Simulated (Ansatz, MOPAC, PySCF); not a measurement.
Dimer: C2H4 (SMILES C=C) (first 6 atoms) with CH2O2 (SMILES O=CO); geometry from B3LYP-D3(BJ)/def2-TZVP, rigid monomers moved along the line of their centres of mass till C1···H11 is 2.68 Å.
(charge 0, multiplicity 1):
```xyz
11

C     -0.58151    -0.24368    -0.01599
C      0.61768     0.32000     0.07119
H     -0.80659    -1.16663     0.50484
H     -1.37330     0.19040    -0.61471
H      0.85552     1.23808    -0.45262
H      1.40551    -0.12684     0.66567
O      0.34045    -1.20349     3.62593
C     -0.15397    -0.22822     4.12060
O     -0.60732     0.83902     3.45435
H     -0.29976    -0.08453     5.19963
H     -0.46822     0.69076     2.49596
```

Counterpoise-corrected where a basis set is named; no monomer relaxation. Rows marked so take none.

Frozen-core correlation. Rows in 3-21G, 6-311+G**, 6-31G*, STO-3G carry no dispersion term and start afresh at each structure (6-31G* with six Cartesian d functions). The state that PM3, PM7 reach isn't checked; PM7 holds dispersion and hydrogen-bond terms.

Codes used: Ansatz (Gaussian orbitals); MOPAC for PM3, PM7 (differences of heats of formation); PySCF for 3-21G rows, 6-311+G** rows, 6-31G* rows, STO-3G rows, the dispersion terms. Each number belongs to the level named beside it.

Other levels give for the interaction energy: PBE/def2-TZVPPD -13.3; B3LYP/def2-TZVPPD -10.4; B3LYP-D3(BJ)/def2-TZVPPD -17.0; wB97M-V/def2-TZVPPD -16.4; CCSD(T)/aug-cc-pVDZ -13.8 kJ/mol.

Common cheap choices:

| level | interaction energy (kJ/mol) |
|---|---|
| PM3 | -6.4 |
| PM7 | -8.6 |
| HF/STO-3G (no counterpoise) | -4.8 |
| HF/6-31G* | -10.8 |
| BP86/6-31G* (no counterpoise) | -15.5 |
| B3LYP/3-21G (no counterpoise) | -20.5 |
| B3LYP/6-31G* | -12.3 |
| B3LYP/6-311+G** (no counterpoise) | -11.2 |

Ansatz is a first-principles code.
